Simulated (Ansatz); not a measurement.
`NB[SeH]` + H₂ → H₂Se + `BN` at 500 K and 1 bar (hydrogenolysis of the Se–B bond).

Isolated molecules relaxed with PBE0-D4/def2-TZVP in Ansatz; ΔE leaves out vibrations. CCSD(T)/CBS adds triple-zeta CCSD(T) − MP2 to the extrapolated MP2 energy (def2 sets, frozen cores). This one scheme is used for every species. For Se outer-core shells are correlated without core-valence functions, which leaves a few kJ/mol of doubt a bond. Scalar relativity is left out up to krypton. Each species was taken in one conformer, which may not be the lowest.

| species | CCSD(T)/CBS energy (Eh) | H − E (kJ/mol) | S (J/(mol·K)) |
| --- | --- | --- | --- |
| `NB[SeH]` | -2482.67368 | 158.7 | 332.8 |
| H₂ | -1.17544 | 41.0 | 145.5 |
| H₂Se | -2401.89790 | 53.1 | 237.8 |
| `BN` | -81.93499 | 148.8 | 257.4 |

H − E and S are ideal-gas, rigid-rotor, harmonic terms from PBE0-D4/def2-TZVP, for one conformer and one mirror image of each species. The MP2-based limit puts H₂ 0.8 mEh under its directly extrapolated value; such offsets cancel only in part. 1 Eh = 2625.50 kJ/mol, R = 8.31446 J/(mol·K).

Task: By hand: ΔE, ΔH, ΔS and ΔG.

Result: ΔE = (-2401.89790) + (-81.93499) − (-2482.67368) − (-1.17544) = 0.01623 Eh = 42.6 kJ/mol. Δ(H − E) = 53.1 + 148.8 − 158.7 − 41.0 = 2.2, so ΔH = 44.8 kJ/mol. ΔS = 237.8 + 257.4 − 332.8 − 145.5 = 16.9 J/(mol·K). ΔG = 44.8 − 500 × (16.9)/1000 = 36.3 kJ/mol.

Task: By hand: the equilibrium constant, and the temperature at which ΔG would vanish if ΔH and ΔS stayed fixed.

Result: log₁₀ K = −ΔG/(RT ln 10) = -3.8. ΔG = 0 at ΔH/ΔS = 2651 K, far beyond where these terms or the molecules hold.

ΔH outweighs TΔS. A doubt of 5 kJ/mol in ΔE shifts log₁₀ K by 0.5 here. Other conformers and mirror images would add mixing entropy, several J/(mol·K) or more a flexible species. These are equilibria of isolated gas molecules and say nothing of rates. Largest T1 diagnostic: 0.012 (customary marks: 0.02 for closed shells, 0.045 for open ones).
